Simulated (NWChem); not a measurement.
# bromine monochloride (BrCl); SMILES BrCl

Program: NWChem. Pople sets run with spherical d functions. This build's default masses of Se (78.918 u) and Br (79.917 u) are each other's, which moves their modes by up to 0.6 %. Each level has its own optimisation. Entropies are gas-phase, rigid-rotor, harmonic values for NWChem's default masses at 298.15 K and 1 bar, so the errors hold that model's part too (torsions, anharmonicity).

Measured entropy at 1 bar: 57.4 cal/(mol K) (CRC Handbook, as tabulated in the package chemicals).

```
level                                 entropy at 1 bar (cal/(mol K))  computed − measured
------------------------------------  ------------------------------  -------------------
Hartree-Fock/STO-3G                                             57.0                 -0.4
Hartree-Fock/3-21G                                        (withheld)           (withheld)
Hartree-Fock/6-31G*                                             57.2                 -0.2
B3LYP/6-31G*                                                    57.4                  0.0
LDA (Slater exchange, VWN5)/def2-SVP                            57.4                  0.0
PBE/def2-SVP                                                    57.5                 +0.1
BLYP/def2-SVP                                                   57.7                 +0.3
PBE0/def2-SVP                                             (withheld)           (withheld)
```

**Question.** Some entries are withheld; supply them.

**Answer.** 
- Hartree-Fock/3-21G, entropy at 1 bar (cal/(mol K)): 57.7
- Hartree-Fock/3-21G, computed − measured: +0.3
- PBE0/def2-SVP, entropy at 1 bar (cal/(mol K)): 57.4
- PBE0/def2-SVP, computed − measured: 0.0
